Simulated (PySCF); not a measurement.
**Multinuclear NMR of C$_{4}$H$_{5}$F$_{4}$PSi**

Molfile (atoms numbered from 1):
```
C4H5F4PSi
     RDKit          3D

 15 14  0  0  0  0  0  0  0  0999 V2000
   -2.0997   -1.8170   -1.3781 F   0  0  0  0  0  0  0  0  0  0  0  0
   -1.6350   -0.9887   -0.4078 C   0  0  0  0  0  0  0  0  0  0  0  0
   -0.5814   -1.2163    0.3178 C   0  0  0  0  0  0  0  0  0  0  0  0
    0.5992   -1.4366    1.4274 P   0  0  0  0  0  0  0  0  0  0  0  0
    2.0513   -0.6887    0.5484 C   0  0  0  0  0  0  0  0  0  0  0  0
    1.8009    1.1409    0.0158 Si  0  0  0  0  0  4  0  0  0  0  0  0
   -2.4499    0.2813   -0.3081 C   0  0  0  0  0  0  0  0  0  0  0  0
   -2.4359    0.9937   -1.4454 F   0  0  0  0  0  0  0  0  0  0  0  0
   -3.7354    0.0568   -0.0094 F   0  0  0  0  0  0  0  0  0  0  0  0
   -1.9595    1.0820    0.6522 F   0  0  0  0  0  0  0  0  0  0  0  0
    2.9037   -0.7731    1.2246 H   0  0  0  0  0  0  0  0  0  0  0  0
    2.2710   -1.3059   -0.3230 H   0  0  0  0  0  0  0  0  0  0  0  0
    0.8494    1.1656   -1.0925 H   0  0  0  0  0  0  0  0  0  0  0  0
    3.1112    1.6303   -0.4159 H   0  0  0  0  0  0  0  0  0  0  0  0
    1.3056    1.8834    1.1723 H   0  0  0  0  0  0  0  0  0  0  0  0
  1  2  1  0
  2  3  2  0
  3  4  2  0
  4  5  1  0
  5  6  1  0
  2  7  1  0
  7  8  1  0
  7  9  1  0
  7 10  1  0
  5 11  1  0
  5 12  1  0
  6 13  1  0
  6 14  1  0
  6 15  1  0
M  END
```

Calculated, not measured (PySCF): σ from GIAO-PBE0/pcSseg-1, geometry from GFN2-xTB. Non-relativistic Hamiltonian, isolated molecule, fast rotation and ring inversion assumed for equivalent nuclei, a single conformation.

Problem. Where does 19F resonate?

Solution. 
```csv
atoms,environment,σ (ppm),δ (ppm)
F8/F9/F10,fluorine of a CF3 group,251.4,-66.2
F1,vinylic fluorine,312.2,-135.7
```

Shieldings were converted by a linear fit to measured shifts: 19F: δ = 146.13 − 0.903σ +14.6 on sp3 carbon (rms 6.0 ppm, 223 shifts, 7.0 ppm with the 5 outliers that the fit left out vs CFCl3, solution or neat liquid). A few per cent of atoms miss by over 2 rms, more outside the fitted compound classes.

On a 600 MHz spectrometer 19F resonates near 564.6 MHz, so 1 ppm is 564.6 Hz.

Problem. Where does 31P resonate?

Solution. 
| atoms | environment | σ (ppm) | δ (ppm) |
| --- | --- | --- | --- |
| P4 | phosphorus bonded to 2 C | 104.9 | 183.2 |

Shieldings were converted by a linear fit to measured shifts: 31P (scatter 18.1 ppm rms vs H3PO4, solution or neat liquid). A few per cent of atoms miss by over 2 rms, more outside the fitted compound classes.

On a 300 MHz spectrometer 31P resonates near 121.4 MHz, so 1 ppm is 121.4 Hz.

Problem. Predict the 29Si NMR data.

Solution. 
```tsv
atoms	environment	σ (ppm)	δ (ppm)
Si6	silicon bonded to C, 3 H	425.6	-69.9
```

Shieldings were converted by a linear fit to measured shifts: 29Si: δ = 279.94 − 0.822σ (rms 8.9 ppm, 72 shifts, 25.8 ppm with the 6 outliers that the fit left out vs TMS, solution or neat liquid). A few per cent of atoms miss by over 2 rms, more outside the fitted compound classes.

On a 400 MHz spectrometer 29Si resonates near 79.5 MHz, so 1 ppm is 79.5 Hz.
